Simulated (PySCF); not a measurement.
Computed IR spectrum (relative IR intensity) of a molecule GeH7NOSi. Coordinates come from a PBE-D3(BJ)/def2-SVP optimisation. The values are those of a single conformer. These are PBE-D3(BJ)/def2-SVP (PySCF) values and carry that method's errors. Frequencies are harmonic and unscaled.

Lines under 2 % of the strongest are left out, and lines within 2 cm⁻¹ are merged.

ν (cm⁻¹): 177 (w), 188 (vw), 264 (s), 386 (s), 488 (w), 538 (w), 667 (m), 674 (m), 681 (s), 753 (vs), 786 (s), 812 (m), 887 (vs), 891 (s), 909 (m), 919 (m), 964 (vs), 1141 (s), 2082 (s), 2122 (vs), 2127 (s), 2146 (vs), 2174 (s), 3501 (m), 3726 (m) (against the strongest line: vs over 80 %, s over 45 %, m over 15 %, w over 4 %, vw less)

### Question
Pick the molecule that these values belong to.
(A) [OH][GeH2][NH][SiH3]
(B) O[SiH2][NH][GeH3]
(C) N[SiH2][O][GeH3]
(D) N[SiH2][GeH2][OH]

### Answer
A, [OH][GeH2][NH][SiH3]
